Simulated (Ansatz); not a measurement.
`C[NH][Al]([F])[Cl]` + CH₄ → `C[NH][Al]([CH3])[Cl]` + H–F  (formal exchange of groups at the Al–F bond)

Isolated molecules relaxed with PBE0-D4/def2-TZVP in Ansatz; ΔE leaves out vibrations. CCSD(T)/CBS is the MP2 limit (def2-TZVPP, def2-QZVPP) plus CCSD(T) − MP2 in def2-TZVPP, frozen cores. This one scheme is used for every species. Each species was taken in one conformer, which may not be the lowest.

```csv
species,CCSD(T)/CBS(def2) energy (Eh)
`C[NH][Al]([F])[Cl]`,-896.93383
CH₄,-40.46206
`C[NH][Al]([CH3])[Cl]`,-836.93186
H–F,-100.39570
```

(1) Work out ΔE.

Largest T1 diagnostic among the species: 0.011.

## Answers

(1) ΔE = (-836.93186) + (-100.39570) − (-896.93383) − (-40.46206) = 0.06833 Eh = +179.4 kJ/mol.

At CCSD(T), def2-SVP lies +12.7 kJ/mol from the extrapolated value and def2-TZVPP +1.0 kJ/mol. In def2-TZVPP, CCSD(T) changes the Hartree–Fock value by −21.3 kJ/mol (the triples alone add −3.2 kJ/mol) and MP2 by −20.2 kJ/mol.
